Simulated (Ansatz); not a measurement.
Relaxation of Cl$_{2}$H$_{2}$Sn (5 atoms, charge 0, multiplicity 1), to a largest force component of 0.03 eV/Å in at most 50 steps.

Method: RKS PBE-D4/def2-SVP in Ansatz 0.2.0.

```xyz
5
Properties=species:S:1:pos:R:3
Sn 0.147 0.000 0.104
H 0.744 0.000 1.712
H 1.862 0.000 0.131
Cl -0.983 1.896 -0.695
Cl -0.983 -1.896 -0.695
```

Question: Where does it end, and by what steps?

Answer: It converged. After 5 steps the energy has fallen by 1.158 eV; H3 moved furthest, 0.60 Å.

| step | energy less start (eV) | largest force component (eV/Å) | accepted |
| --- | --- | --- | --- |
| 0 | 0.0000 | 1.859 | yes |
| 1 | -0.6550 | 1.075 | yes |
| 2 | -1.0127 | 0.666 | yes |
| 3 | -1.1294 | 0.565 | yes |
| 4 | -1.1564 | 0.110 | yes |
| 5 | -1.1578 | 0.012 | yes |

```xyz
5
Properties=species:S:1:pos:R:3
Sn 0.329 0.000 0.233
H 0.192 0.000 1.948
H 1.900 0.000 -0.468
Cl -0.816 1.904 -0.577
Cl -0.816 -1.904 -0.577
```

Run time: 6.2 s on 2 threads of Arm Neoverse V1 (shared host), peak memory 0.13 GiB.
